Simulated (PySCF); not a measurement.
# Name the molecule from its bond curve

A diatomic of charge 0 contains K. Its doublet curve at BHandHLYP in a triple-zeta basis (no relativity, PySCF), in eV from the separated fragments:

R (Å), E (eV) and a bar:
```
    1.885     -1.814 ############################
    1.973     -2.133 #############
    2.061     -2.313 ####
    2.126     -2.379 #
    2.192     -2.401 
    2.258     -2.387 #
    2.345     -2.329 ###
    2.455     -2.213 #########
    2.587     -2.033 #################
    2.762     -1.764 ##############################
```

The fit gives ωe = 433 cm⁻¹ and the rotational constant Bₑ = 0.3080 cm⁻¹.

Problem. Which atom is the partner?

Solution. The minimum lies at 2.197 Å, so the reduced mass is 16.8576 u Å² cm⁻¹/(Bₑ·Re²) = 11.34 u. With K at 38.96 u the partner weighs about 16.0 u: O. The molecule is KO.

The state was picked by a PBE0 search and need not be the measured ground state.
